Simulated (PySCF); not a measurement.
Mo(F)6 anion (F₆Mo), SMILES [F][Mo]([F])([F])([F])([F])[F] (connectivity only; charge and spin as stated), charge -1, multiplicity 2.

Coordinates come from a B3LYP-D3(BJ)/def2-SVPD optimisation. A frequency run showed that this geometry is not a minimum. The spin state was assumed, not searched. The isomer is the one that the SMILES or the coordinates give; other isomers of the formula were not compared. The def2 effective core potentials stand for the cores of Mo; spin–orbit coupling is left out.

The numbers are results of CAM-B3LYP/def2-SVPD run with PySCF, not measurements.

Estimate the frontier levels, dipole moment and polarisability. (An estimate is asked for; the answer gives what the named calculation found.)


```yaml
"α spin, highest occupied and lowest empty level": -4.30 and 1.44 eV
"β spin, highest occupied and lowest empty level": -7.67 and 1.86 eV
dipole_moment_about_the_centre_of_nuclear_charge: 0.000 e·Å
mean_static_polarisability: 52.9 bohr³ (7.84 Å³)
polarisability_principal_values: 52.0, 53.3, 53.3 bohr³
"⟨S²⟩": 0.752 (pure state 0.75)
```
